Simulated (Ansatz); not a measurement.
The first iterations of a band of ClH6NSSi2 (11 atoms, charge 0, multiplicity 1).

These are results of RKS PBE0-D4/6-31G* in Ansatz, not measurements.

```
movable images  : 8
climbing image  : no
spring          : 5.0 eV/Å²
optimiser       : quadratic models (default)
start path      : IDPP
force threshold : 0.05 eV/Å
iteration limit : 40
end points      : relaxed
```

First end point:

```xyz
11
Properties=species:S:1:pos:R:3
N -1.210 1.409 -0.067
Si -0.281 0.041 -0.506
Si 1.330 -0.391 1.123
S -1.750 -1.498 -0.747
Cl 0.755 0.211 -2.323
H -2.023 1.662 -0.616
H -0.763 2.220 0.340
H 2.127 -1.580 0.717
H 0.670 -0.658 2.431
H 2.242 0.780 1.269
H -1.031 -2.251 -1.599
```

Last end point:

```xyz
11
Properties=species:S:1:pos:R:3
N -1.152 1.263 -0.347
Si -0.103 -0.088 -0.504
Si 1.454 -0.216 1.229
S -1.088 -1.999 -0.566
Cl 0.871 0.279 -2.304
H -1.432 1.785 -1.166
H -1.853 1.283 0.382
H 2.256 -1.466 1.126
H 0.744 -0.198 2.540
H 2.354 0.967 1.146
H -1.987 -1.666 -1.514
```

| iteration | highest image above the first end (eV) | largest band force component (eV/Å) |
| --- | --- | --- |
| 1 | 0.316 | 0.889 |
| 2 | 0.171 | 0.484 |

Does the band converge within its limit, and where does its top end?

It converged. It ended after 8 iterations with the highest image 0.134 eV above the first end. No image climbed, so the highest image needn't sit at the top of the path.

The run took 4.6 min on 2 threads of Arm Neoverse V2 (shared host), peak memory 0.25 GiB.
